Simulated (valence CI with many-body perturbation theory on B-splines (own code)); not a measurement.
**Tl L: calculated level list**

Method: configuration interaction combined with many-body perturbation theory (CI+MBPT): four valence electrons over a frozen Dirac-Fock core [Ar] 3d10, radial functions for each j: 11 s, 11 p, 10 d, 8 f, 5 g, 2 h, with the one-electron correlation potential Σ1 (screened to all orders), the two-electron term Σ2, the three-electron term Σ3, Breit, model QED; selected single and double excitations, second order for the rest, scaled by the run's own slope (own B-spline code, finite nucleus).

No measured spectrum was set against this ion. As an estimate, large intervals hold to a few tenths of a per cent, small ones and those within an open d or f shell to about a per cent. Among the levels kept, up to 400 cm⁻¹ of a level comes from second order outside the variational space, and about a tenth of that is noise between levels of different J, which matters for small intervals.

Levels 136 to 180 of 180, with energies above the lowest level, (4s^2 4p1/2^2) J=0. "Leading %" is the weight of the configuration and term that name the level; weights of strongly mixed levels are sums over their largest components and can fall short. In the jj column 3d3/2^4 stands for four electrons in 3d with j = 3/2. Lifetimes count E1, E2, E3, M1 and M2 decay at the calculated energies, and are blank where another channel may lead or the interval is too uncertain; long ones can be off by a factor of two.

```csv
No.,Configuration,Term,J,E (eV),Leading %,Leading jj,Lifetime,g
136,4s.4p2.4f,5G°,4,826.73,19,4s 4p1/2 4d3/2 4d5/2 (45 %),775 fs,1.218
137,4s.4p.4d2,3P°,0,827.58,41,4s 4p1/2 4d3/2 4d5/2 (84 %),1.57 ps,
138,4s.4p2.4f,5F°,2,827.82,26,4s 4p1/2 4p3/2 4f5/2 (68 %),1.42 ps,0.963
139,4s.4p.4d2,5D°,3,828.94,19,4s 4p1/2 4d3/2 4d5/2 (66 %),510 fs,1.178
140,4s.4p2.4f,5F°,1,829.15,60,4s 4p1/2 4p3/2 4f5/2 (76 %),1.53 ps,0.336
141,4s.4p2.4f,5G°,4,830.65,32,4s 4p1/2 4p3/2 4f5/2 (62 %),1.15 ps,1.132
142,4s.4p.4d2,5D°,2,832.12,17,4s 4p1/2 4d3/2 4d5/2 (75 %),449 fs,1.245
143,4s.4p2.4f,3G°,4,832.97,27,4s 4p1/2 4p3/2 4f7/2 (53 %),2.66 ps,1.204
144,4s.4p.4d2,3G°,3,833.71,16,4s 4p1/2 4p3/2 4f7/2 (39 %),819 fs,1.075
145,4s.4p2.4d,1D,2,834.18,41,4s 4p3/2^2 4d5/2 (91 %),319 fs,1.083
146,4s.4p2.4f,5G°,5,834.32,52,4s 4p1/2 4p3/2 4f7/2 (94 %),2.79 ps,1.277
147,4s.4p.4d2,5S°,2,837.20,11,4s 4p1/2 4d3/2 4d5/2 (64 %),455 fs,1.242
148,4s.4p2.4f,5D°,3,838.06,24,4s 4p1/2 4p3/2 4f7/2 (51 %),984 fs,1.159
149,4s.4p2.4f,3G°,5,839.85,44,4s 4p1/2 4p3/2 4f7/2 (48 %),1.61 ps,1.219
150,4s.4p2.4f,3D°,1,840.54,17,4s 4p1/2 4d3/2 4d5/2 (46 %),619 fs,0.971
151,4s.4p2.4f,3F°,3,840.70,29,4s 4p1/2 4p3/2 4f5/2 (62 %),757 fs,1.109
152,4s.4p.4d2,5D°,4,841.27,26,4s 4p1/2 4p3/2 4f5/2 (35 %),1.02 ps,1.223
153,4s.4p2.4f,3D°,2,842.59,33,4s 4p1/2 4p3/2 4f5/2 (44 %),1.00 ps,1.002
154,4s.4p2.4f,3P°,0,843.37,54,4s 4p1/2 4p3/2 4f5/2 (94 %),1.85 ps,
155,4s.4p2.4f,5D°,2,844.15,24,4s 4p1/2 4p3/2 4f7/2 (57 %),1.27 ps,1.209
156,4s.4p2.4f,3P°,1,844.21,28,4s 4p1/2 4p3/2 4f5/2 (52 %),663 fs,1.230
157,4s.4p2.4f,3H°,6,844.24,58,4s 4p1/2 4p3/2 4f7/2 (97 %),3.52 ps,1.228
158,4s.4p2.4f,3F°,4,844.59,30,4s 4p1/2 4p3/2 4f7/2 (66 %),1.29 ps,1.207
159,4s.4p2.4f,3G°,5,845.22,26,4s 4p1/2 4d5/2^2 (44 %),2.09 ps,1.198
160,4s.4p2.4f,3G°,3,845.37,55,4s 4p1/2 4p3/2 4f5/2 (62 %),852 fs,0.956
161,4s.4p2.4f,1F°,3,849.65,40,4s 4p1/2 4p3/2 4f7/2 (57 %),1.64 ps,1.045
162,4s.4p2.4f,1D°,2,850.72,20,4s 4p1/2 4p3/2 4f5/2 (50 %),740 fs,1.045
163,4s.4p2.4f,3F°,2,851.22,57,4s 4p1/2 4p3/2 4f5/2 (85 %),725 fs,0.773
164,4s.4p2.4f,3H°,4,851.37,28,4s 4p1/2 4p3/2 4f5/2 (51 %),1.01 ps,1.040
165,4s.4p2.4f,1D°,2,854.79,37,4s 4p1/2 4p3/2 4f7/2 (67 %),1.43 ps,0.992
166,4s.4p2.4f,3D°,1,855.68,41,4s 4p1/2 4p3/2 4f7/2 (53 %),1.12 ps,1.030
167,4s.4p2.4f,3D°,3,855.75,56,4s 4p1/2 4p3/2 4f7/2 (67 %),791 fs,1.199
168,4s.4p2.4f,1G°,4,856.90,17,4s 4p1/2 4p3/2 4f7/2 (53 %),1.18 ps,1.093
169,4s.4p2.4f,3D°,2,857.03,17,4s 4p1/2 4d5/2^2 (43 %),825 fs,1.187
170,4s.4p2.4f,1P°,1,857.35,42,4s 4p1/2 4p3/2 4f5/2 (74 %),920 fs,0.782
171,4s.4p2.4f,1H°,5,859.23,42,4s 4p1/2 4p3/2 4f7/2 (83 %),1.12 ps,1.084
172,4s.4p2.4f,1F°,3,859.53,16,4s 4p1/2 4d5/2^2 (46 %),810 fs,1.148
173,4s.4p2.4f,3F°,4,860.23,35,4s 4p1/2 4p3/2 4f7/2 (72 %),735 fs,1.154
174,4s.4p2.4f,3F°,3,860.80,19,4s 4p1/2 4d5/2^2 (37 %),689 fs,1.120
175,4s.4p2.4f,3G°,4,863.34,13,4s 4p1/2 4p3/2 4f7/2 (44 %),752 fs,1.180
176,4s.4p2.4f,3P°,2,866.07,22,4s 4p1/2 4p3/2 4f7/2 (55 %),976 fs,1.140
177,4s.4p2.4f,3H°,5,866.71,15,4s 4p1/2 4d5/2^2 (44 %),1.01 ps,1.148
178,4s.4p.4d2,3P°,0,867.93,72,4s 4p1/2 4d5/2^2 (91 %),1.15 ps,
179,4s.4p2.4f,1F°,3,871.78,16,4s 4p1/2 4p3/2 4f7/2 (61 %),791 fs,1.127
180,4s.4p.4d2,3F°,2,872.49,15,4s 4p1/2 4d5/2^2 (62 %),959 fs,1.107
```

Where two levels of one J and parity lie close, their mixing, g and order are uncertain.
